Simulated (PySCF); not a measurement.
Predicted microwave data (wB97X-D/def2-SVPD in PySCF (dipole) on a GFN2-xTB geometry, gas phase) for one isomer of C3H7FOSi:

| Quantity | Value |
| --- | --- |
| Rotational constants | A = 10752, B = 1022, C = 964.4 MHz |
| Dipole components | \|μa\| = 0.10 D, \|μb\| = 0.54 D, \|μc\| = 0.45 D |
| Inertial defect | -17.42 u·Å² |
| κ | -0.99 |

Task: Which structure is it? (One computed conformer of each.)
A. `[F:1]/[CH:2]=[CH:3]\[CH2:4][O:5][SiH3:6]` with C2–C3–C4–O5 -146°, C3–C4–O5–Si6 174°
B. `[F:1][CH2:2][C@H:3]1[CH2:4][SiH2:5][O:6]1` with F1–C2–C3–C4 71°
C. `[F:1]/[CH:2]=[CH:3]/[CH2:4][O:5][SiH3:6]` with C2–C3–C4–O5 0°, C3–C4–O5–Si6 180°

Result: A. It is F/C=C\CO[SiH3], a near-prolate asymmetric top, point group C1. The candidates at the same level (rigid rotor, commonest isotopes):

| SMILES | A (MHz) | B (MHz) | C (MHz) | μa (D) | μb (D) | μc (D) | Δ (u·Å²) | point group | rotor |
| --- | --- | --- | --- | --- | --- | --- | --- | --- | --- |
| F/C=C\CO[SiH3] | 10752 | 1022 | 964.4 | 0.10 | 0.54 | 0.45 | -17.42 | C1 | near-prolate asymmetric top |
| FC[C@H]1C[SiH2]O1 | 7603 | 1702 | 1539 | 1.56 | 0.75 | 0.40 | -34.93 | C1 | near-prolate asymmetric top |
| F/C=C/CO[SiH3] | 9776 | 1067 | 978.5 | 1.86 | 1.26 | 0.00 | -8.82 | Cs | near-prolate asymmetric top |

`F/C=C/CO[SiH3]` has A 9 % too low; `FC[C@H]1C[SiH2]O1` has B 67 % too high. No structure here is proved a minimum.
